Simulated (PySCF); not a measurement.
Potential energy curve for BeH (cation, charge +1), singlet.

Levels of theory: UHF/cc-pVDZ (PySCF); RHF/cc-pVDZ (PySCF); UKS-r2SCAN = PySCF with unrestricted r2SCAN/cc-pVDZ; RKS-r2SCAN = restricted r2SCAN/cc-pVDZ (PySCF); UKS-B3LYP = unrestricted B3LYP/cc-pVDZ (PySCF 2.14.0); RKS-B3LYP = restricted B3LYP/cc-pVDZ (PySCF); UKS-wB97X-V = unrestricted wB97X-V/cc-pVDZ run with PySCF; RKS-wB97X-V = PySCF with restricted wB97X-V/cc-pVDZ.

Scanned distances (Å): 1.06, 1.12, 1.20, 1.24, 1.29, 1.33, 1.38, 1.41, 1.46, 1.53, 1.65, 1.80, 1.98, 2.18, 2.36, 2.66, 2.92, 3.23, 3.54, 3.96, 4.69, 5.29.

### Question
Where does the unrestricted solution first break spin symmetry (<S²> of 0.01 or more)?

### Answer
UHF: between 1.53 and 1.65 Å; UKS-r2SCAN: between 1.80 and 1.98 Å; UKS-B3LYP: between 1.80 and 1.98 Å; UKS-wB97X-V: between 1.98 and 2.18 Å.

```json
[
 {"R / Å": "1.06", "<S²> UHF": "0.00", "E(RHF) − E(UHF) / kJ/mol": "0.0", "<S²> UKS-r2SCAN": "0.00", "E(RKS-r2SCAN) − E(UKS-r2SCAN) / kJ/mol": "0.0", "<S²> UKS-B3LYP": "0.00", "E(RKS-B3LYP) − E(UKS-B3LYP) / kJ/mol": "0.0", "<S²> UKS-wB97X-V": "0.00", "E(RKS-wB97X-V) − E(UKS-wB97X-V) / kJ/mol": "0.0"},
 {"R / Å": "1.12", "<S²> UHF": "0.00", "E(RHF) − E(UHF) / kJ/mol": "0.0", "<S²> UKS-r2SCAN": "0.00", "E(RKS-r2SCAN) − E(UKS-r2SCAN) / kJ/mol": "0.0", "<S²> UKS-B3LYP": "0.00", "E(RKS-B3LYP) − E(UKS-B3LYP) / kJ/mol": "0.0", "<S²> UKS-wB97X-V": "0.00", "E(RKS-wB97X-V) − E(UKS-wB97X-V) / kJ/mol": "0.0"},
 {"R / Å": "1.20", "<S²> UHF": "0.00", "E(RHF) − E(UHF) / kJ/mol": "0.0", "<S²> UKS-r2SCAN": "0.00", "E(RKS-r2SCAN) − E(UKS-r2SCAN) / kJ/mol": "0.0", "<S²> UKS-B3LYP": "0.00", "E(RKS-B3LYP) − E(UKS-B3LYP) / kJ/mol": "0.0", "<S²> UKS-wB97X-V": "0.00", "E(RKS-wB97X-V) − E(UKS-wB97X-V) / kJ/mol": "0.0"},
 {"R / Å": "1.24", "<S²> UHF": "0.00", "E(RHF) − E(UHF) / kJ/mol": "0.0", "<S²> UKS-r2SCAN": "0.00", "E(RKS-r2SCAN) − E(UKS-r2SCAN) / kJ/mol": "0.0", "<S²> UKS-B3LYP": "0.00", "E(RKS-B3LYP) − E(UKS-B3LYP) / kJ/mol": "0.0", "<S²> UKS-wB97X-V": "0.00", "E(RKS-wB97X-V) − E(UKS-wB97X-V) / kJ/mol": "0.0"},
 {"R / Å": "1.29", "<S²> UHF": "0.00", "E(RHF) − E(UHF) / kJ/mol": "0.0", "<S²> UKS-r2SCAN": "0.00", "E(RKS-r2SCAN) − E(UKS-r2SCAN) / kJ/mol": "0.0", "<S²> UKS-B3LYP": "0.00", "E(RKS-B3LYP) − E(UKS-B3LYP) / kJ/mol": "0.0", "<S²> UKS-wB97X-V": "0.00", "E(RKS-wB97X-V) − E(UKS-wB97X-V) / kJ/mol": "0.0"},
 {"R / Å": "1.33", "<S²> UHF": "0.00", "E(RHF) − E(UHF) / kJ/mol": "0.0", "<S²> UKS-r2SCAN": "0.00", "E(RKS-r2SCAN) − E(UKS-r2SCAN) / kJ/mol": "0.0", "<S²> UKS-B3LYP": "0.00", "E(RKS-B3LYP) − E(UKS-B3LYP) / kJ/mol": "0.0", "<S²> UKS-wB97X-V": "0.00", "E(RKS-wB97X-V) − E(UKS-wB97X-V) / kJ/mol": "0.0"},
 {"R / Å": "1.38", "<S²> UHF": "0.00", "E(RHF) − E(UHF) / kJ/mol": "0.0", "<S²> UKS-r2SCAN": "0.00", "E(RKS-r2SCAN) − E(UKS-r2SCAN) / kJ/mol": "0.0", "<S²> UKS-B3LYP": "0.00", "E(RKS-B3LYP) − E(UKS-B3LYP) / kJ/mol": "0.0", "<S²> UKS-wB97X-V": "0.00", "E(RKS-wB97X-V) − E(UKS-wB97X-V) / kJ/mol": "0.0"},
 {"R / Å": "1.41", "<S²> UHF": "0.00", "E(RHF) − E(UHF) / kJ/mol": "0.0", "<S²> UKS-r2SCAN": "0.00", "E(RKS-r2SCAN) − E(UKS-r2SCAN) / kJ/mol": "0.0", "<S²> UKS-B3LYP": "0.00", "E(RKS-B3LYP) − E(UKS-B3LYP) / kJ/mol": "0.0", "<S²> UKS-wB97X-V": "0.00", "E(RKS-wB97X-V) − E(UKS-wB97X-V) / kJ/mol": "0.0"},
 {"R / Å": "1.46", "<S²> UHF": "0.00", "E(RHF) − E(UHF) / kJ/mol": "0.0", "<S²> UKS-r2SCAN": "0.00", "E(RKS-r2SCAN) − E(UKS-r2SCAN) / kJ/mol": "0.0", "<S²> UKS-B3LYP": "0.00", "E(RKS-B3LYP) − E(UKS-B3LYP) / kJ/mol": "0.0", "<S²> UKS-wB97X-V": "0.00", "E(RKS-wB97X-V) − E(UKS-wB97X-V) / kJ/mol": "0.0"},
 {"R / Å": "1.53", "<S²> UHF": "0.00", "E(RHF) − E(UHF) / kJ/mol": "0.0", "<S²> UKS-r2SCAN": "0.00", "E(RKS-r2SCAN) − E(UKS-r2SCAN) / kJ/mol": "0.0", "<S²> UKS-B3LYP": "0.00", "E(RKS-B3LYP) − E(UKS-B3LYP) / kJ/mol": "0.0", "<S²> UKS-wB97X-V": "0.00", "E(RKS-wB97X-V) − E(UKS-wB97X-V) / kJ/mol": "0.0"},
 {"R / Å": "1.65", "<S²> UHF": "0.02", "E(RHF) − E(UHF) / kJ/mol": "0.0", "<S²> UKS-r2SCAN": "0.00", "E(RKS-r2SCAN) − E(UKS-r2SCAN) / kJ/mol": "0.0", "<S²> UKS-B3LYP": "0.00", "E(RKS-B3LYP) − E(UKS-B3LYP) / kJ/mol": "0.0", "<S²> UKS-wB97X-V": "0.00", "E(RKS-wB97X-V) − E(UKS-wB97X-V) / kJ/mol": "0.0"},
 {"R / Å": "1.80", "<S²> UHF": "0.39", "E(RHF) − E(UHF) / kJ/mol": "11.0", "<S²> UKS-r2SCAN": "0.00", "E(RKS-r2SCAN) − E(UKS-r2SCAN) / kJ/mol": "0.0", "<S²> UKS-B3LYP": "0.00", "E(RKS-B3LYP) − E(UKS-B3LYP) / kJ/mol": "0.0", "<S²> UKS-wB97X-V": "0.00", "E(RKS-wB97X-V) − E(UKS-wB97X-V) / kJ/mol": "0.0"},
 {"R / Å": "1.98", "<S²> UHF": "0.63", "E(RHF) − E(UHF) / kJ/mol": "40.5", "<S²> UKS-r2SCAN": "0.28", "E(RKS-r2SCAN) − E(UKS-r2SCAN) / kJ/mol": "5.1", "<S²> UKS-B3LYP": "0.06", "E(RKS-B3LYP) − E(UKS-B3LYP) / kJ/mol": "0.2", "<S²> UKS-wB97X-V": "0.00", "E(RKS-wB97X-V) − E(UKS-wB97X-V) / kJ/mol": "0.0"},
 {"R / Å": "2.18", "<S²> UHF": "0.77", "E(RHF) − E(UHF) / kJ/mol": "81.5", "<S²> UKS-r2SCAN": "0.51", "E(RKS-r2SCAN) − E(UKS-r2SCAN) / kJ/mol": "20.5", "<S²> UKS-B3LYP": "0.35", "E(RKS-B3LYP) − E(UKS-B3LYP) / kJ/mol": "7.6", "<S²> UKS-wB97X-V": "0.42", "E(RKS-wB97X-V) − E(UKS-wB97X-V) / kJ/mol": "8.8"},
 {"R / Å": "2.36", "<S²> UHF": "0.85", "E(RHF) − E(UHF) / kJ/mol": "119.9", "<S²> UKS-r2SCAN": "0.63", "E(RKS-r2SCAN) − E(UKS-r2SCAN) / kJ/mol": "37.8", "<S²> UKS-B3LYP": "0.54", "E(RKS-B3LYP) − E(UKS-B3LYP) / kJ/mol": "20.5", "<S²> UKS-wB97X-V": "0.65", "E(RKS-wB97X-V) − E(UKS-wB97X-V) / kJ/mol": "30.3"},
 {"R / Å": "2.66", "<S²> UHF": "0.93", "E(RHF) − E(UHF) / kJ/mol": "180.7", "<S²> UKS-r2SCAN": "0.77", "E(RKS-r2SCAN) − E(UKS-r2SCAN) / kJ/mol": "66.9", "<S²> UKS-B3LYP": "0.74", "E(RKS-B3LYP) − E(UKS-B3LYP) / kJ/mol": "47.1", "<S²> UKS-wB97X-V": "0.83", "E(RKS-wB97X-V) − E(UKS-wB97X-V) / kJ/mol": "74.0"},
 {"R / Å": "2.92", "<S²> UHF": "0.96", "E(RHF) − E(UHF) / kJ/mol": "226.6", "<S²> UKS-r2SCAN": "0.85", "E(RKS-r2SCAN) − E(UKS-r2SCAN) / kJ/mol": "88.7", "<S²> UKS-B3LYP": "0.83", "E(RKS-B3LYP) − E(UKS-B3LYP) / kJ/mol": "69.2", "<S²> UKS-wB97X-V": "0.90", "E(RKS-wB97X-V) − E(UKS-wB97X-V) / kJ/mol": "110.5"},
 {"R / Å": "3.23", "<S²> UHF": "0.98", "E(RHF) − E(UHF) / kJ/mol": "271.6", "<S²> UKS-r2SCAN": "0.90", "E(RKS-r2SCAN) − E(UKS-r2SCAN) / kJ/mol": "108.8", "<S²> UKS-B3LYP": "0.88", "E(RKS-B3LYP) − E(UKS-B3LYP) / kJ/mol": "90.3", "<S²> UKS-wB97X-V": "0.95", "E(RKS-wB97X-V) − E(UKS-wB97X-V) / kJ/mol": "147.9"},
 {"R / Å": "3.54", "<S²> UHF": "0.99", "E(RHF) − E(UHF) / kJ/mol": "306.8", "<S²> UKS-r2SCAN": "0.92", "E(RKS-r2SCAN) − E(UKS-r2SCAN) / kJ/mol": "122.7", "<S²> UKS-B3LYP": "0.90", "E(RKS-B3LYP) − E(UKS-B3LYP) / kJ/mol": "105.3", "<S²> UKS-wB97X-V": "0.98", "E(RKS-wB97X-V) − E(UKS-wB97X-V) / kJ/mol": "178.4"},
 {"R / Å": "3.96", "<S²> UHF": "1.00", "E(RHF) − E(UHF) / kJ/mol": "341.4", "<S²> UKS-r2SCAN": "0.94", "E(RKS-r2SCAN) − E(UKS-r2SCAN) / kJ/mol": "133.4", "<S²> UKS-B3LYP": "0.91", "E(RKS-B3LYP) − E(UKS-B3LYP) / kJ/mol": "118.2", "<S²> UKS-wB97X-V": "0.99", "E(RKS-wB97X-V) − E(UKS-wB97X-V) / kJ/mol": "209.6"},
 {"R / Å": "4.69", "<S²> UHF": "1.00", "E(RHF) − E(UHF) / kJ/mol": "376.7", "<S²> UKS-r2SCAN": "0.93", "E(RKS-r2SCAN) − E(UKS-r2SCAN) / kJ/mol": "139.2", "<S²> UKS-B3LYP": "0.91", "E(RKS-B3LYP) − E(UKS-B3LYP) / kJ/mol": "127.9", "<S²> UKS-wB97X-V": "1.00", "E(RKS-wB97X-V) − E(UKS-wB97X-V) / kJ/mol": "242.5"},
 {"R / Å": "5.29", "<S²> UHF": "1.00", "E(RHF) − E(UHF) / kJ/mol": "391.6", "<S²> UKS-r2SCAN": "0.92", "E(RKS-r2SCAN) − E(UKS-r2SCAN) / kJ/mol": "138.7", "<S²> UKS-B3LYP": "0.90", "E(RKS-B3LYP) − E(UKS-B3LYP) / kJ/mol": "130.1", "<S²> UKS-wB97X-V": "1.00", "E(RKS-wB97X-V) − E(UKS-wB97X-V) / kJ/mol": "256.8"}
]
```
